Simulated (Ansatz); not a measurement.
The same ligand exchange along the group C, Ge, Sn.

Program: Ansatz. Geometries: PBE0-D4/def2-TZVP. ΔE: electronic, gas phase. CCSD(T)/CBS is the MP2 limit (def2-TZVPP, def2-QZVPP) plus CCSD(T) − MP2 in def2-TZVPP, frozen cores. This one scheme is used for every species. Functionals use def2-TZVPP. def2 core potentials past Kr. For Ge, Sn outer-core shells are correlated without core-valence functions, which leaves a few kJ/mol of doubt a bond. Scalar relativity is left out up to krypton. One conformer a species, not always the lowest.

```
                                                 reaction  r2SCAN-D4 (kJ/mol)  PBE-D4 (kJ/mol)  ωB97X-V (kJ/mol)
                         `OC(O)O` + HCl → `OC(O)Cl` + H₂O                  19               14                23
`[OH][GeH]([OH])[OH]` + HCl → `[OH][GeH]([OH])[Cl]` + H₂O                 -39              -42               -36
`[OH][SnH]([OH])[OH]` + HCl → `[OH][SnH]([OH])[Cl]` + H₂O                 -68              -68               -66
```

**Question.** Give the CCSD(T)/CBS values in the same order. (Estimate.)

**Answer.** Ansatz gave: 16, -37, -67 kJ/mol.

Largest T1 diagnostic: 0.014, for `[OH][SnH]([OH])[OH]`.
